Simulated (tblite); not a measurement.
C5H12OP2.
Structure used (GFN2-xTB), in Å, numbered top down from 1:
```
atom  x, y, z in Å
C1     2.6698   -0.2917   -0.3894
P2     1.2011   -0.2189    0.7272
C3     0.4477    1.3532    0.0718
C4    -0.9562    1.5401    0.6220
P5    -2.1127    0.2576    0.0318
O6    -3.4727    0.3719    0.5593
C7    -1.3104   -1.3522    0.3397
C8     0.1086   -1.4078   -0.2003
H9     3.1453   -1.2649   -0.2816
H10    3.3821    0.4734   -0.0864
H11    2.3908   -0.1366   -1.4307
H12    0.4294    1.3286   -1.0226
H13    1.0885    2.1832    0.3850
H14   -1.3837    2.5076    0.3358
H15   -0.9689    1.4870    1.7163
H16   -2.0262    0.3840   -1.3607
H17   -1.9512   -2.1187   -0.1099
H18   -1.3318   -1.5029    1.4247
H19    0.1222   -1.1702   -1.2690
H20    0.5231   -2.4119   -0.0661
```

Computed values, GFN2-xTB/tblite, gas phase, harmonic and unscaled. Against measured fundamentals such values can be off by several per cent, at times by over 20. Modes of hydrogen on phosphorus can be 10 to 20 % off. One conformer, not necessarily the lowest.

Harmonic wavenumbers (cm⁻¹): 79.8, 163.7, 170.3, 198.7, 201.3, 228.7, 254.3, 304.1, 332.9, 375.5, 456.6, 635.3, 644.0, 686.4, 715.5, 741.1, 743.4, 819.6, 820.5, 856.7, 869.8, 906.9, 922.2, 956.4, 1041.6, 1048.0, 1049.7, 1061.8, 1122.9, 1141.6, 1240.4, 1241.0, 1249.5, 1257.7, 1299.6, 1321.0, 1419.0, 1425.4, 1433.5, 1441.4, 1443.7, 1454.2, 2238.0, 2913.6, 2917.4, 2918.7, 2922.7, 2930.9, 2931.8, 2942.5, 2944.2, 2988.0, 3012.8, 3016.6.

A = 3141, B = 930.8, C = 788.0 MHz; mass 150.036 u (most abundant isotopes); point group Cs, symmetry number 1.

What is the zero-point energy?

½Σν̃ = 35226 cm⁻¹ = 421.40 kJ/mol.

Entropy at 500 K, 1 bar (ideal gas, RRHO, classical rotation)?

Translation 182.10, rotation 129.14, vibration 192.95: S = 504.2 J/(mol K).

And Cp and H(500 K) − H(0)?

Cp = 249.41 J/(mol K), of which vibrations give 216.16 (their classical limit is 54 R = 449.0); H(500 K) − H(0) = 70.25 kJ/mol without the zero-point energy, 53.62 from vibrations.

What must be added to the electronic energy to get the Gibbs energy at 500 K and 1 bar?

ZPE + [H(500 K) − H(0)] − T·S = 421.40 + 70.25 − 252.10 = 239.55 kJ/mol.

How do the functions run with temperature in this model?

| T (K) | S (J/(mol K)) | Cp (J/(mol K)) | H − H(0) (kJ/mol) | G − H(0) (kJ/mol) | ln q(vib) |
| --- | --- | --- | --- | --- | --- |
| 100 | 278.4 | 72.1 | 4.75 | -23.09 | 0.78 |
| 200 | 342.5 | 117.3 | 14.26 | -54.25 | 2.86 |
| 300 | 399.0 | 164.9 | 28.34 | -91.36 | 5.24 |
| 800 | 640.3 | 328.8 | 158.08 | -354.19 | 17.94 |
| 1000 | 717.6 | 363.0 | 227.45 | -490.15 | 22.75 |

q(vib) and H(0) count from the zero-point level.

Which modes carry the vibrational entropy at 500 K?

79.8 cm⁻¹: 20.57; 163.7 cm⁻¹: 14.65; 170.3 cm⁻¹: 14.33; 198.7 cm⁻¹: 13.07; 201.3 cm⁻¹: 12.97; 228.7 cm⁻¹: 11.94 J/(mol K); the other 48 give 105.42 together.

Blend soft modes into free rotors: weight 1/[1 + (100 cm⁻¹/ν̃)⁴] for the oscillator and the rest for a rotor with moment μB/(μ + B), μ = h/(8π²ν), B = 10⁻⁴⁴ kg m². What vibrational entropy results?

188.17 J/(mol K) in place of 192.95, which changes −T·S at 500 K by +2.39 kJ/mol.

Hindered rotation and anharmonicity are outside this model. Other conformers, if any are populated, would add a mixing term that is left out.
